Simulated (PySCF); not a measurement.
Species: C₃H₁₀OSSi₃.
Z-matrix (Å and degrees, GFN2-xTB geometry), rows numbered from 1:
```
C 
C   1  1.4972
O   2  1.2165  1  121.55
Si  2  1.9304  1  119.49  3  -179.97
C   4  1.8816  2   97.10  1   162.16
Si  5  1.9424  4  114.86  2    43.84
Si  6  2.3373  5   82.60  4   133.33
S   5  1.8539  4  113.71  2   163.69
H   1  1.0879  2  108.46  3  -121.74
H   1  1.0878  2  108.89  3   121.60
H   1  1.0882  2  111.90  3    -0.21
H   4  1.4635  2  109.02  1    40.62
H   4  1.4629  2  107.60  1   -80.15
H   5  1.0936  4  108.80  2   -79.13
H   6  1.4631  5  114.82  4    25.21
H   6  1.4583  5  113.52  4  -109.88
H   7  1.4633  6  123.94  5  -111.70
H   7  1.4645  6  124.34  5    99.36
```

NICS = −σ at a ghost point: NICS(0) at the centroid of the ring atoms, NICS(1) 1 Å to either side along the normal of their mean plane, zz for the tensor component along that normal. Level: GIAO PBE0/pcSseg-1 (PySCF, non-relativistic, gas phase) on the GFN2-xTB geometry, one conformer.

Ring bond lengths (Å), with Mayer bond orders in brackets: C5–Si6 1.942 (0.81), Si6–Si7 2.337 (0.86), Si7–S8 2.178 (0.92), S8–C5 1.854 (0.99).

Question: What do the NICS probes read (ppm)?

Answer: 
| ring | type | NICS(0) | NICS(1), two faces | NICS(1)zz, two faces | rms pucker (Å) | centre to ring atoms, mean (Å) |
| --- | --- | --- | --- | --- | --- | --- |
| C5–Si6–Si7–S8 | 4-membered ring with S and 2 Si; formal bonds all single | 0.0 | -0.7 / 0.4 | 9.1 / 8.8 | 0.07 | 1.46 |

Question: What can be read from them?

Answer: 
- C5–Si6–Si7–S8: mean NICS(1)zz 8.9 ppm, deshielded. C5, Si6, Si7 have four or more neighbours; no verdict on aromaticity is drawn.

Question: At the second NICS(1) probe listed for ring C5–Si6–Si7–S8, 1 Å off the ring, what do the in-plane components average?

Answer: The isotropic value is a third of the trace: (3 × 0.4 − (8.8))/2 = -3.8 ppm.

Question: Give the inner angles of the rings and the Hirshfeld charges of the ring atoms.

Answer: 
- C5–Si6–Si7–S8: C5 104.2° (-0.206 e), Si6 82.6° (+0.243 e), Si7 83.0° (+0.203 e), S8 89.2° (-0.126 e); sum 358.9° against 360° for a flat convex ring.

Question: What are the shieldings of the ring atoms and their hydrogens in the same run (means over atoms taken as equivalent)?

Answer: 
| atoms | environment | σ isotropic (ppm) |
| --- | --- | --- |
| C5 | sp3 carbon bound to sulfur | 171.2 |
| Si6 | SiH2 silicon | 390.6 |
| Si7 | SiH2 silicon | 361.6 |
| S8 | sulfur bonded to C and Si | 673.7 |
| H14 | methine hydrogen | 28.80 |
| H15 | Si–H hydrogen | 26.69 |
| H16 | Si–H hydrogen | 26.02 |
| H17 | Si–H hydrogen | 26.24 |
| H18 | Si–H hydrogen | 26.00 |

Hardware: an Arm Neoverse N1 with one thread, shared host with 64 logical CPUs at a one-minute load of 60. Cost: 92 s of wall time, 0.99 GiB resident at most. This is the whole shielding run at PBE0/pcSseg-1, SCF included.
